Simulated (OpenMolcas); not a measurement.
**How basis sets differ on SnGeH6 (SMILES [GeH3][SnH3])**

The species is SnGeH6 (8 atoms), meant as a singlet with charge 0. SMILES: `[GeH3][SnH3]`. The shape is that of a PBE0-D4/def2-TZVP optimisation.

Each level gives the HOMO–LUMO gap (eV). The values are calculated.

```csv
level,kind,program,value (eV),CPU time
HF/ANO-R0 (sfX2C),Hartree–Fock,OpenMolcas,12.88,6.5 s
HF/STO-3G,Hartree–Fock,OpenMolcas,18.43,2.9 s
HF/3-21G,Hartree–Fock,OpenMolcas,13.42,3.3 s
HF/ANO-RCC-VDZ (DKH2),Hartree–Fock,OpenMolcas,12.71,18 s
HF/def2-SVP (core potential),Hartree–Fock,OpenMolcas,13.56,7 s
```

All-electron rows without a relativistic Hamiltonian named are non-relativistic, while core potentials hold scalar relativity, so basis and relativity change together. The values span 12.71 to 18.43 eV. A Hartree–Fock LUMO above zero doesn't converge with the basis: it sinks as sets grow more diffuse. Orbital gaps aren't excitation energies. CPU times are rough (shared hosts, several kinds of processor and program).
